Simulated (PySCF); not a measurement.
C₆H₆N₂ (charge +1 and doublet state).
Structure used (GFN2-xTB), in Å, numbered top down from 1:
```
atom  x, y, z in Å
C1     2.1221   -0.6215    0.4415
C2     0.9777   -0.0601   -0.0068
C3     0.9692    1.3317   -0.2831
N4     0.9384    2.4657   -0.4257
C5    -0.2927   -0.8160   -0.2234
C6    -1.5366    0.0219   -0.4868
C7    -1.8755    0.8273    0.6630
N8    -2.1248    1.4502    1.5815
H9     2.9813   -0.0247    0.7113
H10    2.2283   -1.6929    0.5327
H11   -0.4587   -1.5156    0.6046
H12   -0.1262   -1.4477   -1.1131
H13   -1.4060    0.7076   -1.3321
H14   -2.3972   -0.6264   -0.6856
```

The hyperfine couplings belong to this conformer and change with its torsions.

Identity: `[CH2+][C](C#N)CCC#N` [radical] (charge +1).

Method used: PySCF 2.14.0, UKS B3LYP, pcH-1 on C H N, non-relativistic, mean-field spin-orbit, GIAO. Isolated species at its GFN2-xTB geometry (one conformer only). A GFN2-xTB geometry isn't a minimum of the functional, and hyperfine couplings can be far from their values at a DFT geometry, by a factor of two or more for some ions and for spin on atoms past the first row. Stability of the SCF solution: not tested.

Question: Where do the isotropic ENDOR lines of C1, C3, C5, C6, N4, N8, H11/H12, H9, H10 and H13/H14 fall at 3353.8 mT, to first order?

Answer: ν± = |νn ± a/2|, one line for each electron-spin manifold; νn = |g_N| × 7.62259 MHz/T × B.

```json
{"nuclei": "C1", "isotope": "13C", "g_N": "1.4048", "νn (MHz)": "35.91", "a_iso (MHz)": "31.61", "lower line (MHz)": "20.11", "upper line (MHz)": "51.72"}
{"nuclei": "C3", "isotope": "13C", "g_N": "1.4048", "νn (MHz)": "35.91", "a_iso (MHz)": "-18.22", "lower line (MHz)": "26.81", "upper line (MHz)": "45.02"}
{"nuclei": "C5", "isotope": "13C", "g_N": "1.4048", "νn (MHz)": "35.91", "a_iso (MHz)": "-6.85", "lower line (MHz)": "32.49", "upper line (MHz)": "39.34"}
{"nuclei": "C6", "isotope": "13C", "g_N": "1.4048", "νn (MHz)": "35.91", "a_iso (MHz)": "-2.01", "lower line (MHz)": "34.91", "upper line (MHz)": "36.92"}
{"nuclei": "N4", "isotope": "14N", "g_N": "0.4038", "νn (MHz)": "10.32", "a_iso (MHz)": "5.08", "lower line (MHz)": "7.78", "upper line (MHz)": "12.86"}
{"nuclei": "N8", "isotope": "14N", "g_N": "0.4038", "νn (MHz)": "10.32", "a_iso (MHz)": "2.21", "lower line (MHz)": "9.22", "upper line (MHz)": "11.43"}
{"nuclei": "H11/H12", "isotope": "1H", "g_N": "5.5857", "νn (MHz)": "142.80", "a_iso (MHz)": "93.97", "lower line (MHz)": "95.81", "upper line (MHz)": "189.78"}
{"nuclei": "H9", "isotope": "1H", "g_N": "5.5857", "νn (MHz)": "142.80", "a_iso (MHz)": "-30.90", "lower line (MHz)": "127.34", "upper line (MHz)": "158.25"}
{"nuclei": "H10", "isotope": "1H", "g_N": "5.5857", "νn (MHz)": "142.80", "a_iso (MHz)": "-30.64", "lower line (MHz)": "127.48", "upper line (MHz)": "158.11"}
{"nuclei": "H13/H14", "isotope": "1H", "g_N": "5.5857", "νn (MHz)": "142.80", "a_iso (MHz)": "11.37", "lower line (MHz)": "137.11", "upper line (MHz)": "148.48"}
```

The rows for 13C, of low natural abundance, apply to labelled samples.

Question: Which pairs are centred on the nuclear Larmor frequency, and which on half the coupling?

Answer: Centred on νn, since |a| < 2νn: C1, C3, C5, C6, N4, N8, H11/H12, H9, H10 and H13/H14. No pair has |a| > 2νn.

Question: At what field would the lower line of H10 fall to zero frequency?

Answer: Where νn = |a|/2, that is B = 15.32 MHz/(5.5857 × 7.62259 MHz/T) = 360 mT, as far as first order holds there.

Means are taken over nuclei equivalent by connectivity, which assumes that they swap fast. H9 and H10 aren't averaged: C1 is flat or nearly so (angle sum 360°), and its turn about the short C1–C2 bond (1.35 Å) is taken as slow. The 1H value of +94.0 MHz is a mean of couplings from 65.8 to 122.1 MHz in this one geometry, not an average over conformers. The 1H value of +11.4 MHz is a mean of couplings from 3.4 to 19.3 MHz in this one geometry, not an average over conformers.

The Mulliken spin populations are largest on C1 (+0.49), N4 (+0.27), C2 (+0.20) and C3 (-0.07). Three atoms exceed +0.15. The positive populations add up to 1.10 and the negative ones to -0.10, together 2S = 1.

On an Arm Neoverse V1 with one thread, no GPU, shared host with 32 logical CPUs at a one-minute load of 40, this took 76 s wall (with the writing of density and orbital grids) and 0.97 GiB of memory at its peak.

The SMILES draws the unpaired electron on C2; the largest computed Mulliken spin population is on C1 (0.49 against 0.20).
